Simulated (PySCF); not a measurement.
**Radial density of I⁺ (iodine, charge +1)**

LDA, [Kr] 4d10 5s2 5p4, high-spin 3P determinant. All numbers are calculated (PySCF 2.14, the spin-free X2C one-electron Hamiltonian (Gaussian nucleus), in x2c-TZVPall (8s6p4d2f, 60 functions)).

| r (bohr) | 4πr²ρ (e/bohr) | 4πr²(ρα − ρβ) |
| --- | --- | --- |
| 0.0248 | 65.81 | 0.0138 |
| 0.0417 | 60.51 | 0.0383 |
| 0.0701 | 84.87 | 0.0425 |
| 0.118 | 74.92 | -0.0076 |
| 0.198 | 68.90 | 0.0798 |
| 0.334 | 54.11 | 0.0099 |
| 0.561 | 25.06 | 0.2118 |
| 0.944 | 20.05 | -0.0123 |
| 1.59 | 5.417 | 0.9256 |
| 2.67 | 1.975 | 0.7261 |
| 4.49 | 0.1624 | 0.0697 |
| 7.56 | 0.0002396 | 0.0001 |

Densities and radii are taken from the X2C orbitals without a picture-change correction, which distorts them close to the nucleus.

Where is the radial spin density 4πr²(ρα − ρβ) most negative, and why is it negative at all?

Around r = 0.944 bohr, down to -0.0123 e/bohr: exchange with the open shell polarises the paired shells in an unrestricted calculation.
